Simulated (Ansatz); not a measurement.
Molecule: InBr$_{3}$, net charge -1, doublet state. 
Coordinates optimised at B3LYP-D3(BJ)/def2-TZVP (Ansatz, a quantum-chemistry and plane-wave program):
```xyz
4

In    -0.1761    -0.4619    -0.3681
Br     2.4530    -0.1669    -0.4824
Br    -0.8764    -0.9815     2.1322
Br    -1.3300     1.7949    -1.1344
```
Charge -1, spin multiplicity 2.

Basis-set convergence of Hartree-Fock and MP2 correlation energies (hartree) with Ansatz. Correlated levels leave the core frozen unless marked. Open shells are spin-unrestricted. No spin-orbit coupling. The frozen core is the preceding noble-gas configuration, with the filled d and f shells of earlier blocks. In def2 rows, elements after Kr have scalar-relativistic effective core potentials.

| basis | functions | E(HF) | E(corr, MP2) |
|---|---|---|---|
| def2-SVPD | 155 | -7905.78634 | -0.42513 |
| def2-TZVPPD | 227 | ___ | ___ |

Question: Fill in the missing entries.

Answer: 
- def2-TZVPPD, E(HF): -7906.72777
- def2-TZVPPD, E(corr, MP2): -0.54083
